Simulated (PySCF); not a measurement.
C6H9F2NO.
Atom-mapped SMILES: `[O:1]=[C:2]1[CH2:3][C@H:4]([CH:5]([F:6])[F:7])[CH2:8][CH2:9][NH:10]1`

Geometry (GFN2-xTB, Å), atoms numbered from 1 in this order:
```
atom  x, y, z in Å
O1     1.5242    2.5008    0.4209
C2     1.0540    1.4184    0.1416
C3    -0.1517    1.2743   -0.7726
C4    -0.8763   -0.0610   -0.6314
C5    -1.6682   -0.0801    0.6757
F6    -2.1623   -1.3179    0.9324
F7    -2.7429    0.7386    0.5816
C8     0.1443   -1.1966   -0.6957
C9     1.1444   -1.0812    0.4492
N10    1.6147    0.2778    0.6001
H11    0.2125    1.3892   -1.7964
H12   -0.8234    2.1117   -0.5752
H13   -1.6050   -0.1760   -1.4412
H14   -1.0879    0.2403    1.5536
H15   -0.3523   -2.1654   -0.6432
H16    0.6673   -1.1285   -1.6507
H17    2.0053   -1.7289    0.2549
H18    0.6801   -1.4218    1.3849
H19    2.4135    0.4158    1.2040
```

NICS is the negative of the GIAO shielding at a point without a nucleus: at the ring centre (0) and 1 Å above and below it (1); zz is the component along the ring normal. Level: GIAO PBE0/pcSseg-1 (PySCF, non-relativistic, gas phase) on the GFN2-xTB geometry, one conformer.

Ring bond lengths (Å), with Mayer bond orders in brackets: C2–C3 1.520 (0.97), C3–C4 1.526 (1.00), C4–C8 1.528 (1.01), C8–C9 1.525 (1.04), C9–N10 1.446 (0.91), N10–C2 1.351 (1.16).

**Question.** What do the NICS probes read (ppm)?

**Answer.** 
```tsv
ring	type	NICS(0)	NICS(1), two faces	NICS(1)zz, two faces	rms pucker (Å)	centre to ring atoms, mean (Å)
C2–C3–C4–C8–C9–N10	6-membered ring with N; formal bonds all single	-2.2	-1.8 / -1.9	-0.9 / 0.8	0.20	1.45
```

**Question.** What do they say, and how far can they be read as aromaticity?

**Answer.** 
- C2–C3–C4–C8–C9–N10: mean NICS(1)zz -0.1 ppm, near zero. C3, C4, C8, C9 have four or more neighbours, so the value isn't read as a sign of a π ring current.

**Question.** List the ring angles and the Hirshfeld charges of the ring atoms.

**Answer.** 
- C2–C3–C4–C8–C9–N10: C2 117.0° (+0.165 e), C3 113.8° (-0.078 e), C4 109.2° (-0.044 e), C8 110.5° (-0.071 e), C9 111.3° (-0.015 e), N10 128.5° (-0.107 e); sum 690.3° against 720° for a flat convex ring.

**Question.** How shielded are the nuclei of the rings and their hydrogens (means over atoms taken as equivalent)?

**Answer.** 
```tsv
atoms	environment	σ isotropic (ppm)	principal values of the symmetric part, first atom (ppm)
C2	amide carbonyl carbon	19.6	-71.5, 27.6, 102.8
C3	sp3 carbon next to a carbonyl	152.4	140.0, 150.3, 166.9
C4	sp3 CH carbon	146.3	133.1, 146.4, 159.3
C8	ring CH2 carbon	161.2	152.9, 164.2, 166.4
C9	sp3 carbon bound to nitrogen	145.4	131.6, 135.3, 169.4
N10	amide nitrogen	138.5	43.5, 152.4, 219.7
H11	methylene hydrogen	29.31	25.8, 27.4, 34.8
H12	methylene hydrogen	29.24	24.4, 29.2, 34.1
H13	methine hydrogen	29.41	26.7, 27.0, 34.6
H15	methylene hydrogen	29.57	25.3, 28.1, 35.3
H16	methylene hydrogen	29.97	25.5, 27.7, 36.7
H17	methylene hydrogen	28.28	23.0, 26.9, 34.9
H18	methylene hydrogen	28.10	24.4, 26.6, 33.2
H19	amide N–H hydrogen	27.05	21.1, 25.4, 34.6
```

The list is cut; further classes of hydrogen are left out.

On x86-64 server, one thread, no GPU (shared host), this took 42 s. This is the whole shielding run at PBE0/pcSseg-1, SCF included.
